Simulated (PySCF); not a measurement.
# C₆ coefficients of unlike pairs at PBE0

Calculated with PySCF 2.14 from the dipole response of each species, C₆(A,B) = (3/π) ∫ α_A(iu) α_B(iu) du, in atomic units, from isotropic polarisabilities. For ions this is the dispersion term alone; charge-induced terms of lower order in 1/R come first.

| species | configuration | basis | relativity | α (bohr³) | C₆ (like pair) |
| --- | --- | --- | --- | --- | --- |
| Xe⁺ | [Kr] 4d10 5s2 5p5 (2P) | def2-QZVPPD with the def2 core potential (28 electrons) (8s7p5d4f1g) | core potential | 18.07 | 157.2 |
| Kr²⁺ | [Ar] 3d10 4s2 4p4 (3P) | def2-QZVPPD (12s8p5d4f1g) | none | 7.542 | 37.45 |
| Mg²⁺ | [Ne] (1S) | x2c-TZVPPall with one added diffuse shell each of s, p, d type (6s5p4d) | spin-free X2C | 0.3633 | 0.3425 |
| N²⁺ | [He] 2s2 2p1 (2P) | aug-cc-pVTZ with one added diffuse shell each of s, p, d, f type (6s5p4d3f) | none | 2.599 | 3.694 |

(1) Estimate C₆ for Kr²⁺ with Xe⁺.

No spin-orbit coupling is included.

The other pairs:

| pair | C₆ |
| --- | --- |
| N²⁺, Mg²⁺ | 0.8994 |
| N²⁺, Xe⁺ | 24.02 |
| N²⁺, Kr²⁺ | 11.73 |
| Mg²⁺, Kr²⁺ | 2.939 |
| Mg²⁺, Xe⁺ | 5.597 |

Answers

(1) The integral gives 76.03. The combination rule 2 C_A C_B / (C_A α_B/α_A + C_B α_A/α_B) gives 75.80 and the geometric mean 76.73.
